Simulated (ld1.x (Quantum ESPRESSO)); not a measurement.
The numbers below are computed, except where a source is named.
**Hardness and transferability of assorted potentials**

Generated with ld1.x 7.5 (TM, RRKJ, ultrasoft, PAW), atompaw 4.2 or ONCVPSP 4.0.1. The cutoff is in Ry: for ld1.x and atompaw files where the sum of valence levels is converged to 10 mRy in a Bessel basis, for ONCV files where the hardest occupied wave has 1 mHa per electron of residual kinetic energy. The error is the largest all-electron minus pseudo excitation energy over each file’s own four to seven test configurations (ionisations up to +4, promotions, holes and added fractions of an electron), all of which were solved. The labels leave out finer settings (local radius, basis sizes, second energies), which also bear on the numbers. Spin-polarised tests are not counted. The rows are a selection from randomly drawn settings: files with unsolved tests, undetermined cutoffs or missed reference levels are left out.

A true bound ghost makes a file unfit for plane-wave use even where its test errors are small: the radial tests pick states by their node count and pass the ghost by.

```tsv
element	potential	cutoff (Ry)	largest error (meV)	bound ghosts
Li	TM, PBE, non-relativistic, rc 2.15/4.20/4.25 (spd), local smoothed, core correction yes, reference 2s0.5 2p0	6	-1.1	none
C	TM, PBE, scalar-relativistic, rc 1.10/2.60 (sp), local p, core correction no, reference 2s1.75 2p2.25	35	+751	none
Cl	RRKJ, PBE, scalar-relativistic, rc 1.25/1.30/1.20 (spd), local s, core correction no, reference 3s2 3p5	60	+201	none
Ni	ultrasoft, PBE, non-relativistic, rc 2.45/2.65/1.40 (spd), local smoothed, core correction no, reference 3d8 4s1.75 4p0.25	55	+100	none
Te	PAW, LDA (PZ), scalar-relativistic, rc 2.00/2.30/1.65/2.30 (spdf), local smoothed, core correction yes, reference 4d10 5s2 5p4	45	-34	none
Ta	TM semilocal, LDA (PZ), scalar-relativistic, rc 2.55/3.65/2.05 (spd), local s, core correction yes, reference 5d3.5 6s1.5 6p0	30	-140	none
Pt	TM, PBE, scalar-relativistic, rc 2.60/2.85/1.80 (spd), local smoothed, core correction yes, reference 5d9 6s1 6p0	40	-415	none
Au	TM, PBE, scalar-relativistic, rc 1.35/1.10/2.10 (spd), local smoothed, core correction yes, reference 5s2 5p6 5d8 6s0 6p0	140	-650	none
```

Problem. Fill in the row for Bi: TM, PBE, fully relativistic, rc 1.70/2.05/1.50 (spd), local smoothed, core correction no, reference 5d10 6s2 6p1.

Solution. cutoff 60 Ry, largest error -223 meV, bound ghosts: s.
